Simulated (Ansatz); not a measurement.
Coupled-cluster run, C3H5ClSi (`[SiH3]C1(Cl)C=C1`).

```yaml
crystal:
  periodic: [false, false, false]
  atoms:
    - {symbol: Si, position_ang: [-1.043899, -0.660115, -0.832753]}
    - {symbol: C, position_ang: [0.425813, -0.176466, 0.223282]}
    - {symbol: Cl, position_ang: [1.441033, -1.681303, 0.493153]}
    - {symbol: C, position_ang: [0.461945, 0.846918, 1.284065]}
    - {symbol: C, position_ang: [1.140290, 1.113245, 0.217635]}
    - {symbol: H, position_ang: [-1.872252, 0.557055, -1.053276]}
    - {symbol: H, position_ang: [-0.576635, -1.188012, -2.138765]}
    - {symbol: H, position_ang: [-1.850658, -1.692116, -0.135085]}
    - {symbol: H, position_ang: [0.144307, 1.087212, 2.284205]}
    - {symbol: H, position_ang: [1.813156, 1.742380, -0.339461]}
basis:
  gaussian: {orbitals: def2-TZVPP}
correlation: {method: ccsd_t}
```

```sh
$ ansatz run in.yaml --threads 4 --pin off --events-out ev --progress --plain --max-ram 10444MiB
```

Log, shortened:

```
Functional definition: HF
1447 factors; integrals over basis functions are off by at most 9.3e-4 eV
mean field evaluation 1: about -23532.5790 eV, gradient 2.7e1 eV
mean field evaluation 2: about -23532.9030 eV, gradient 2.7e1 eV
mean field evaluation 4: about -23535.3982 eV, gradient 3.6e0 eV
mean field evaluation 8: about -23535.4430 eV, gradient 2.5e-1 eV
mean field -23535.44342261 eV, -864.9115928845 hartree, gradient 2.1e-6 eV, S^2 0.000000; 0 other end points of the search recorded, 0 dependent functions left out
13 core orbitals not correlated: weight in the atoms' cores, before any rotation towards them, 1.000 or more for the frozen orbitals, at most 0.000 for the correlated occupied ones
reference -23535.44342261 eV, -864.9115928845 hartree; 14, 14 occupied and 220, 220 virtual orbitals, 1447 factors
second order -21.48731734 eV of doubles, -0.00000000 eV of singles
cycle   1  -22.02458301 eV  change   -5.4e-1 eV  update   1.1e-1
cycle   2  -22.64853586 eV  change   -6.2e-1 eV  update   3.2e-2
cycle   3  -22.75939599 eV  change   -1.1e-1 eV  update   1.4e-2
cycle   4  -22.75219337 eV  change    7.2e-3 eV  update   3.8e-3
cycle   5  -22.75309885 eV  change   -9.1e-4 eV  update   1.7e-3
cycle   6  -22.75360998 eV  change   -5.1e-4 eV  update   4.5e-4
cycle   7  -22.75350418 eV  change    1.1e-4 eV  update   1.9e-4
cycle   8  -22.75352952 eV  change   -2.5e-5 eV  update   6.5e-5
cycle   9  -22.75355645 eV  change   -2.7e-5 eV  update   2.4e-5
perturbative correction -1.09267190 eV, -0.0401549515 hartree
Total energy: -23559.28965096 eV, -865.7879256125 hartree
```

Run time 120 s (4 threads of an Arm Neoverse V1 on a shared host); peak host memory 4.9 GiB.

Correlation energy per correlated electron: -0.852 eV. T1 diagnostic: 0.0110.
